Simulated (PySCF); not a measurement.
## Bonding in `C=CC/C(=C/C)[S@@](C)=O`

Compound: C7H12OS.
Atom-mapped SMILES: `[CH2:1]=[CH:2][CH2:3]/[C:4](=[CH:5]/[CH3:6])[S@@:7]([CH3:8])=[O:9]` (hydrogens: H10, H11 on C1; H12 on C2; H13, H14 on C3; H15 on C5; H16, H17, H18 on C6; H19, H20, H21 on C8)

Structure used (GFN2-xTB), in Å, numbered top down from 1:
```
atom  x, y, z in Å
C1     2.8742   -0.5160    0.3077
C2     1.7044   -0.9440    0.7418
C3     0.7169   -0.0839    1.4761
C4    -0.3855    0.3725    0.5704
C5    -0.4944    1.5796    0.0384
C6    -1.6209    2.0462   -0.8215
S7    -1.7087   -0.8633    0.2826
C8    -1.0538   -1.4047   -1.3654
O9    -1.4384   -1.9634    1.2098
H10    3.2022    0.4976    0.4725
H11    3.5595   -1.1566   -0.2211
H12    1.3937   -1.9673    0.5792
H13    0.2626   -0.6780    2.2737
H14    1.2212    0.7831    1.9073
H15    0.2884    2.3089    0.2139
H16   -2.4621    1.3600   -0.7807
H17   -1.2911    2.1427   -1.8567
H18   -1.9502    3.0307   -0.4935
H19   -0.0090   -1.6762   -1.2750
H20   -1.1793   -0.5869   -2.0643
H21   -1.6385   -2.2641   -1.6774
```

Bond orders from the PBE0/pcSseg-1 density (PySCF). One conformer (not necessarily the lowest) at the GFN2-xTB geometry, without solvent, vibrations or thermal averaging.

(1) How far do the computed orders between heavy atoms stray from the drawn ones?

(2) Set the Mayer orders of the bonds beside their lengths.

Answers

(1) The largest departure is 0.476, at S7–O9 (drawn double, 1.524). Drawn single, order below 0.88: C4–S7 (0.868) and S7–C8 (0.873). Drawn double or triple, more than 0.30 short of the drawn order: S7–O9 (1.524).

(2) 
| bond | drawn as | length (Å) | Mayer order |
| --- | --- | --- | --- |
| C1–C2 | double | 1.319 | 1.975 |
| C2–C3 | single | 1.501 | 1.024 |
| C3–C4 | single | 1.498 | 1.023 |
| C4–C5 | double | 1.324 | 1.816 |
| C5–C6 | single | 1.492 | 1.079 |
| C4–S7 | single | 1.833 | 0.868 |
| S7–C8 | single | 1.854 | 0.873 |
| S7–O9 | double | 1.464 | 1.524 |
| C1–H10 | single | 1.078 | 0.956 |
| C1–H11 | single | 1.077 | 0.954 |
| C2–H12 | single | 1.082 | 0.946 |
| C3–H13 | single | 1.093 | 0.909 |
| C3–H14 | single | 1.092 | 0.952 |
| C5–H15 | single | 1.084 | 0.953 |
| C6–H16 | single | 1.086 | 0.947 |
| C6–H17 | single | 1.091 | 0.941 |
| C6–H18 | single | 1.089 | 0.951 |
| C8–H19 | single | 1.083 | 0.944 |
| C8–H20 | single | 1.083 | 0.943 |
| C8–H21 | single | 1.085 | 0.954 |

By pair of heavy elements: C–C: lowest C3–C4 and C2–C3 (1.023, 1.498 Å), highest C1–C2 (1.975, 1.319 Å). C–S: all 2 within 0.02 of one another (0.868 to 0.873). Bonds named together lie within 0.004.

Task: Sum the orders of all bonds at each heavy atom with more than one neighbour and set the sums beside the valence in the SMILES.

Result: C1 3.885 (drawn 4), C2 3.945 (drawn 4), C3 3.908 (drawn 4), C4 3.707 (drawn 4), C5 3.848 (drawn 4), C6 3.918 (drawn 4), S7 3.265 (drawn 4), C8 3.714 (drawn 4). Orders between atoms that aren't bonded are not in these sums.

For a closed shell the Mayer order of atoms A and B is Σ (PS)μν (PS)νμ over the basis functions μ on A and ν on B, with P the density and S the overlap matrix.
